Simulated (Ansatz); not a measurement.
Reaction (ligand exchange at the Si–O bond): `CO[SiH2]S[SiH2]O` + HCl → `CO[SiH2]S[SiH2]Cl` + H₂O

Gas-phase electronic energies from Ansatz, PBE0-D4/def2-TZVP geometries. CCSD(T)/CBS is the MP2 limit (def2-TZVPP, def2-QZVPP) plus CCSD(T) − MP2 in def2-TZVPP, frozen cores. This one scheme is used for every species. DFT in def2-TZVPP. B3LYP here is the variant with VWN-RPA as its local correlation; programs differ in this. One conformer a species, not always the lowest.

`CO[SiH2]S[SiH2]O`:

Cartesian coordinates in Å:
```
C -0.974 1.290 1.371
O 0.308 0.907 0.901
Si 0.851 -0.647 1.034
S -0.288 -1.964 -0.186
Si 0.188 -0.979 -2.038
O -0.209 0.609 -2.002
H -1.101 1.024 2.426
H -1.061 2.372 1.270
H -1.765 0.810 0.787
H 0.712 -1.135 2.428
H 2.260 -0.577 0.587
H -0.622 -1.628 -3.090
H 1.641 -1.163 -2.285
H 0.059 1.080 -1.203
```

HCl:

Cartesian coordinates in Å:
```
Cl -0.020 -0.346 -0.538
H 0.020 0.346 0.538
```

`CO[SiH2]S[SiH2]Cl`:

```xyz
13

C     1.291    0.743    1.184
O    -0.016    1.154    0.842
Si   -0.620    1.336   -0.661
S    -2.032   -0.198   -1.176
Si   -0.978   -1.893   -0.477
Cl    0.905   -2.033   -1.299
H     1.948    0.702    0.309
H     1.705    1.452    1.904
H     1.259   -0.248    1.643
H     0.499    1.343   -1.636
H    -1.420    2.579   -0.729
H    -0.785   -1.859    0.988
H    -1.756   -3.080   -0.893
```

H₂O:

```xyz
3

O    -0.303    0.091   -0.227
H    -0.254    0.143    0.730
H     0.557   -0.233   -0.503
```

(1) Is it downhill or uphill in electronic energy at CCSD(T)/CBS, and by how much? (Estimate.)

(2) What do these levels give: PBE-D4, B3LYP-D4, ωB97M-V, PBE, B3LYP, MP2/def2-TZVPP, SCS-MP2/def2-TZVPP, CCSD/def2-TZVPP, HF/def2-QZVPP, HF/CBS(def2), MP2/CBS(def2), CCSD/CBS(def2)? (An estimate is asked.)

Largest T1 diagnostic among the species: 0.012.

## Answers

(1) The calculation gave: Uphill: ΔE = +0.09 eV.

(2) Ansatz gave: PBE-D4 0.07, B3LYP-D4 0.12, ωB97M-V 0.12, PBE 0.09, B3LYP 0.15, MP2/def2-TZVPP 0.12, SCS-MP2/def2-TZVPP 0.14, CCSD/def2-TZVPP 0.15, HF/def2-QZVPP 0.13, HF/CBS(def2) 0.13, MP2/CBS(def2) 0.05, CCSD/CBS(def2) 0.09 eV.

The D4 term adds −0.04 eV with B3LYP and −0.02 eV with PBE0; it sums over pairs of atoms, weighted by their polarisabilities, and B3LYP, whose exchange is more repulsive, gets the larger term.
